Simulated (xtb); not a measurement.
C₂H₆Bi (SMILES [CH3][Bi+][CH3]), charge +1, singlet, at a GFN2-xTB geometry (such geometries of metal compounds can be far from the true shape), atoms displaced at random by about 0.06 Å a coordinate; GFN2-xTB run with xtb 6.7.1.

xtb was given this input:
```
$ xtb mol.xyz --gfn 2 --chrg 1 --uhf 0 --ohess --json

# file mol.xyz
9

Bi     0.15429424     0.23850565     0.12349925
C      0.52213614    -0.32652325    -1.88517228
H      1.01035754    -1.24229738    -1.99437048
H      1.22091180     0.47358371    -2.32422050
H     -0.35944018    -0.27944745    -2.39884575
C     -1.92874036    -0.65902139     0.11150342
H     -2.15544656    -1.44145184    -0.79724959
H     -2.53757238     0.15389858    -0.12450920
H     -2.16680951    -1.06302207     1.07594911
```

**Question.** What does xtb print? Leave out banner, timings and long lists.

**Answer.** 
```
   ID    Z sym.   atoms
    1   83 Bi     1
    2    6 C      2, 6
    3    1 H      3-5, 7-9

           -------------------------------------------------
          |                Calculation Setup                |
           -------------------------------------------------

           -------------------------------------------------
          |                 G F N 2 - x T B                 |
           -------------------------------------------------

          ...................................................
          :                      SETUP                      :
          :.................................................:
          :  # basis functions                  18          :
          :  # atomic orbitals                  18          :
          :  # shells                           12          :
          :  # electrons                        18          :
          :  max. iterations                   250          :
          :  Hamiltonian                  GFN2-xTB          :
          :  restarted?                      false          :
          :  GBSA solvation                  false          :
          :  PC potential                    false          :
          :  electronic temp.          300.0000000     K    :
          :  accuracy                    1.0000000          :
          :  -> integral cutoff          0.2500000E+02      :
          :  -> integral neglect         0.1000000E-07      :
          :  -> SCF convergence          0.1000000E-05 Eh   :
          :  -> wf. convergence          0.1000000E-03 e    :
          :  Broyden damping             0.4000000          :
          :  net charge                          1          :
          :  unpaired electrons                  0          :
          ...................................................

 iter      E             dE          RMSdq      gap      omega  full diag
   1     -9.2562103 -0.925621E+01  0.124E+01    1.43       0.0  T
   2     -9.2952004 -0.389901E-01  0.617E+00    1.55       1.0  T
   3     -9.2259727  0.692277E-01  0.443E+00    0.19       1.0  T
   4     -9.3169563 -0.909836E-01  0.312E+00    0.76       1.0  T
   5     -9.3189607 -0.200439E-02  0.184E+00    0.62       1.0  T
   6     -9.3202276 -0.126687E-02  0.109E+00    0.52       1.0  T
   7     -9.3211399 -0.912375E-03  0.278E-01    0.38       1.0  T
   8     -9.3211465 -0.651791E-05  0.201E-01    0.36       1.0  T
   9     -9.3211520 -0.556088E-05  0.259E-01    0.37       1.0  T
  10     -9.3211682 -0.161472E-04  0.260E-02    0.37       1.3  T
  11     -9.3211686 -0.399144E-06  0.234E-02    0.38       1.4  T
  12     -9.3211687 -0.101977E-06  0.528E-03    0.38       6.3  T
  13     -9.3211687 -0.745729E-08  0.175E-03    0.38      19.0  T
  14     -9.3211687 -0.556426E-09  0.567E-04    0.38      58.8  T
  15     -9.3211687 -0.573266E-10  0.802E-05    0.38     415.5  T

   *** convergence criteria satisfied after 15 iterations ***

         :::::::::::::::::::::::::::::::::::::::::::::::::::::
         ::                     SUMMARY                     ::
         :::::::::::::::::::::::::::::::::::::::::::::::::::::
         :: total energy              -9.194537122295 Eh    ::
         :: gradient norm              0.140055629336 Eh/a0 ::
         :: HOMO-LUMO gap              0.376320729386 eV    ::
         ::.................................................::
         :: SCC energy                -9.321167416166 Eh    ::
         :: -> isotropic ES            0.128458356889 Eh    ::
         :: -> anisotropic ES         -0.007760681046 Eh    ::
         :: -> anisotropic XC          0.025081865773 Eh    ::
         :: -> dispersion             -0.003661594053 Eh    ::
         :: repulsion energy           0.126630293871 Eh    ::
         :: add. restraining           0.000000000000 Eh    ::
         :: total charge               1.000000000000 e     ::
         :::::::::::::::::::::::::::::::::::::::::::::::::::::

      -----------------------------------------------------------
     |                   =====================                   |
     |                        A N C O P T                        |
     |                   =====================                   |
     |               Approximate Normal Coordinate               |
     |                Rational Function Optimizer                |
      -----------------------------------------------------------
      -----------------------------------------------------------
     |                   =====================                   |
     |                        A N C O P T                        |
     |                   =====================                   |
     |               Approximate Normal Coordinate               |
     |                Rational Function Optimizer                |
      -----------------------------------------------------------

          ...................................................
          :                      SETUP                      :
          :.................................................:
          :   optimization level            normal          :
          :   max. optcycles                   200          :
          :   ANC micro-cycles                  20          :
          :   degrees of freedom                21          :
          :.................................................:
          :   RF solver                   davidson          :
          :   write xtbopt.log                true          :
          :   linear?                        false          :
          :   energy convergence         0.5000000E-05 Eh   :
          :   grad. convergence          0.1000000E-02 Eh/α :
          :   maxmium RF displ.          1.0000000          :
          :   Hlow (freq-cutoff)         0.1000000E-01      :
          :   Hmax (freq-cutoff)         5.0000000          :
          :   S6 in model hess.         20.0000000          :
[...]
 * total energy  :    -9.1945371 Eh     change       -0.1922018E-11 Eh
 * total energy  :    -9.2133588 Eh     change       -0.1882172E-01 Eh
 * total energy  :    -9.2152672 Eh     change       -0.1908395E-02 Eh
 * total energy  :    -9.2164218 Eh     change       -0.1154521E-02 Eh
 * total energy  :    -9.2167313 Eh     change       -0.3095901E-03 Eh
 * total energy  :    -9.2172221 Eh     change       -0.4907596E-03 Eh
 * total energy  :    -9.2172427 Eh     change       -0.2060328E-04 Eh
 * total energy  :    -9.2172458 Eh     change       -0.3095690E-05 Eh
   *** GEOMETRY OPTIMIZATION CONVERGED AFTER 8 ITERATIONS ***
         :: total energy              -9.217245807667 Eh    ::
[...]
                             8 H    0.882
     7   1 H    0.987 --     6 C    0.960
     8   1 H    0.982 --     6 C    0.882
     9   1 H    0.988 --     6 C    0.961
 ---------------------------------------------------------------------------

Topologies differ in total number of bonds
Writing topology from bond orders to xtbtopo.mol

molecular dipole:
                 x           y           z       tot (Debye)
 q only:       -0.298      -0.112      -0.348
   full:       -0.184      -0.026      -0.193       0.681
molecular quadrupole (traceless):
                xx          xy          yy          xz          yz          zz
 q only:        1.629       0.897      -2.582      -1.099       1.101       0.953
  q+dip:        1.920       0.874      -2.934      -1.191       1.439       1.014
   full:        1.294      -0.487      -1.154      -1.160       0.575      -0.140

           -------------------------------------------------
          |               Frequency Printout                |
           -------------------------------------------------
 projected vibrational frequencies (cm⁻¹)
eigval :       -0.00    -0.00    -0.00    -0.00     0.00     0.00
eigval :       69.47   111.66   181.17   560.22   560.73   599.46
eigval :      616.26   731.60   815.05  1246.74  1258.18  1363.25
eigval :     1365.55  1392.17  1406.08  2970.94  2974.70  3075.73
eigval :     3076.59  3099.96  3104.68
 reduced masses (amu)
   1: 53.94   2: 75.76   3:204.15   4:192.11   5: 65.03   6: 21.29   7:  2.45   8:  3.14
   9: 18.44  10: 13.45  11: 16.57  12: 11.42  13: 10.39  14:  2.66  15:  3.72  16:  2.65
  17:  2.69  18:  1.58  19:  1.70  20:  1.77  21:  1.82  22:  1.75  23:  1.78  24:  1.43
  25:  1.48  26:  2.02  27:  1.98
 IR intensities (km·mol⁻¹)
   1:  1.55   2:  2.51   3:  2.22   4:  3.66   5:  1.37   6:  1.84   7:  5.36   8:  4.84
   9:  0.33  10:  1.53  11: 62.56  12:  1.23  13: 26.64  14:  9.73  15: 31.53  16:119.20
  17: 50.31  18: 31.78  19: 35.08  20:118.28  21:  7.42  22: 56.66  23: 11.30  24: 13.35
  25: 20.32  26:  0.26  27:  0.99
 Raman intensities (Ä⁴*amu⁻¹)
   1:  0.00   2:  0.00   3:  0.00   4:  0.00   5:  0.00   6:  0.00   7:  0.00   8:  0.00
   9:  0.00  10:  0.00  11:  0.00  12:  0.00  13:  0.00  14:  0.00  15:  0.00  16:  0.00
  17:  0.00  18:  0.00  19:  0.00  20:  0.00  21:  0.00  22:  0.00  23:  0.00  24:  0.00
  25:  0.00  26:  0.00  27:  0.00
 output can be read by thermo (or use thermo option).
 writing <g98.out> molden fake output.
 recommended (thermochemical) frequency scaling factor: 1.0
           -------------------------------------------------
          |             Thermodynamic Functions             |
           -------------------------------------------------

c2  symmetry found (for desy threshold:  0.10E+00) used in thermo

          ...................................................
          :                      SETUP                      :
          :.................................................:
          :  # frequencies                          21      :
          :  # imaginary freq.                       0      :
          :  linear?                             false      :
          :  only rotor calc.                    false      :
          :  symmetry                               c2      :
          :  rotational number                       2      :
          :  scaling factor                  1.0000000      :
          :  rotor cutoff                   50.0000000 cm⁻¹ :
          :  imag. cutoff                  -20.0000000 cm⁻¹ :
          :.................................................:

    mode    ω/cm⁻¹     T·S(HO)/kcal·mol⁻¹    T·S(FR)/kcal·mol⁻¹   T·S(vib)
   ------------------------------------------------------------------------
       1     69.47    -1.24281 ( 78.84%)    -0.95843 ( 21.16%)    -1.18263
       2    111.66    -0.96595 ( 96.14%)    -0.81809 (  3.86%)    -0.96023
       3    181.17    -0.69060 ( 99.42%)    -0.67489 (  0.58%)    -0.69051
   ------------------------------------------------------------------------

   temp. (K)  partition function   enthalpy   heat capacity  entropy
                                   cal/mol     cal/K/mol   cal/K/mol   J/K/mol
 298.15  VIB   19.7                 1888.737     11.985     12.033
         ROT  0.363E+05              888.752      2.981     23.844
         INT  0.713E+06             2777.489     14.966     35.877
         TR   0.358E+28             1481.254      4.968     42.297
         TOT                        4258.7430    19.9338    78.1739   327.0795

       T/K    H(0)-H(T)+PV         H(T)/Eh          T*S/Eh         G(T)/Eh
   ------------------------------------------------------------------------
    298.15    0.678674E-02    0.764535E-01    0.371429E-01    0.393106E-01
   ------------------------------------------------------------------------

         :::::::::::::::::::::::::::::::::::::::::::::::::::::
         ::                  THERMODYNAMIC                  ::
         :::::::::::::::::::::::::::::::::::::::::::::::::::::
         :: total free energy          -9.177935217399 Eh   ::
         ::.................................................::
         :: total energy               -9.217245807668 Eh   ::
         :: zero point energy           0.069666781055 Eh   ::
         :: G(RRHO) w/o ZPVE           -0.030356190786 Eh   ::
         :: G(RRHO) contrib.            0.039310590269 Eh   ::
         :::::::::::::::::::::::::::::::::::::::::::::::::::::

optimized geometry written to: xtbopt.xyz

           -------------------------------------------------
          | TOTAL ENERGY               -9.217245807668 Eh   |
          | TOTAL ENTHALPY             -9.140792287611 Eh   |
          | TOTAL FREE ENERGY          -9.177935217399 Eh   |
          | GRADIENT NORM               0.000932915120 Eh/α |
          | HOMO-LUMO GAP               0.511393544593 eV   |
           -------------------------------------------------

normal termination of xtb
```
